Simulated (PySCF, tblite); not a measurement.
Species: C₃H₁₀OSi₂.
Cartesian coordinates in Å at the GFN2-xTB level; atoms count from 1:
```
atom  x, y, z in Å
C1     1.8933    1.2695   -0.3871
C2     1.7989   -0.0024   -0.0332
Si3    0.2079   -1.0154   -0.0618
C4    -0.2589   -1.5453    1.7010
O5    -1.0105   -0.1310   -0.6737
Si6   -1.9233    1.1134   -1.1519
H7     2.8216    1.8207   -0.3560
H8     1.0288    1.8181   -0.7278
H9     2.6960   -0.5101    0.3016
H10    0.3198   -2.1546   -0.9798
H11   -0.3709   -0.6867    2.3580
H12   -1.1979   -2.0907    1.7090
H13    0.5014   -2.1912    2.1289
H14   -3.2629    0.5571   -1.3259
H15   -1.3613    1.6193   -2.4051
H16   -1.8896    2.1384   -0.1076
```

Computed with CAM-B3LYP/def2-SVPD in PySCF (dipole) on a GFN2-xTB geometry, gas phase.

Masses are those of the commonest isotopes; rigid-rotor values at the optimised geometry. The values belong to one conformer with, in the numbering `[CH2:1]=[CH:2][Si@@H:3]([CH3:4])[O:5][SiH3:6]`, C1–C2–Si3–C4 -116°, C2–Si3–O5–Si6 -21°.

(1) What are A, B and C (GHz)?

(2) What kind of rotor is it?

(3) Is it planar, by Δ = Ic − Ia − Ib?

(4) Where do the levels up to J = 2 lie, in MHz?

(5) Predict some low-J microwave lines.

(6) Estimate the classical rotational partition function at 10 K, 25 K and 500 K.

Answers

(1) Ia = 187.34, Ib = 310.02, Ic = 443.82 u·Å²; 505379 MHz·u·Å²/I gives 2698, 1630 and 1139 MHz, that is A = 2.6976, B = 1.6302, C = 1.1387 GHz.

(2) An asymmetric top. Ray's parameter κ = (2B − A − C)/(A − C) = -0.369; −1 is the prolate and +1 the oblate limit.

(3) Not planar: Δ = Ic − Ia − Ib = -53.54 u·Å². For a rigid frame Δ = −2 Σ m c², so Σ m c² = 26.77 u·Å² lies off the ab plane: 10.84 from hydrogen and 15.93 from heavier atoms. The atom farthest from that plane is 1.88 Å away.

(4) Above 0(0,0):
J = 1: 1(0,1) 2769, 1(1,1) 3836, 1(1,0) 4328
J = 2: 2(0,2) 8172, 2(1,2) 8883, 2(1,1) 10357, 2(2,1) 13559, 2(2,0) 13694

(5) The dipole components are |μa| = 0.48 D, |μb| = 0.23 D, |μc| = 0.56 D. The squared components, which scale the intensities, stand as 0.73 : 0.17 : 1.00 (a : b : c). Some lines, for components of 0.1 D or more:

```tsv
type	branch	J(Ka,Kc)	MHz	lower level (cm⁻¹)
c	Q	4(2,3) ← 4(1,3)	1823	1.034
b	Q	2(1,1) ← 2(0,2)	2185	0.273
a	R	1(0,1) ← 0(0,0)	2769	0.000
b	R	1(1,1) ← 0(0,0)	3836	0.000
c	Q	5(3,3) ← 5(2,3)	4428	1.650
a	Q	4(1,3) ← 4(1,4)	4754	0.876
c	Q	3(3,1) ← 3(2,1)	6024	0.750
b	Q	4(2,3) ← 4(1,4)	6577	0.876
b	Q	5(2,4) ← 5(1,5)	7907	1.283
c	Q	4(4,1) ← 4(3,1)	8851	1.333
b	Q	4(4,1) ← 4(3,2)	9012	1.327
b	Q	5(4,2) ← 5(3,3)	9041	1.798
a	R	4(0,4) ← 3(0,3)	10090	0.534
b	Q	5(5,1) ← 5(4,2)	11545	2.100
b	R	5(1,4) ← 4(2,3)	12428	1.095
b	R	4(2,3) ← 3(1,2)	13533	0.644
b	R	3(2,1) ← 2(1,2)	13600	0.296
b	R	3(3,0) ← 2(2,1)	14972	0.452
c	R	4(1,3) ← 3(0,3)	15015	0.534
a	R	5(2,3) ← 4(2,2)	15044	1.149
b	R	4(3,2) ← 3(2,1)	17311	0.750
c	R	5(3,2) ← 4(2,2)	20055	1.149
c	R	4(4,1) ← 3(3,1)	20299	0.951
b	R	5(2,3) ← 4(1,4)	23221	0.876
c	R	5(5,0) ← 4(4,0)	25683	1.628
c	R	5(5,1) ← 4(4,1)	25687	1.628
b	R	5(5,0) ← 4(4,1)	25687	1.628
```

(6) Point group C1, symmetry number σ = 1; q = (√π/σ)·√((kT/h)³/(ABC)), k/h = 20836.6 MHz/K: 2380 at 10 K, 9420 at 25 K, 842000 at 500 K.

Its GFN2-xTB frequencies are all real (lowest 32 cm⁻¹). These are rigid-rotor constants of the computed structure; measured ground-state constants (B0) also hold zero-point vibration. A rigid rotor knows nothing of internal rotation, which can split or shift real lines.
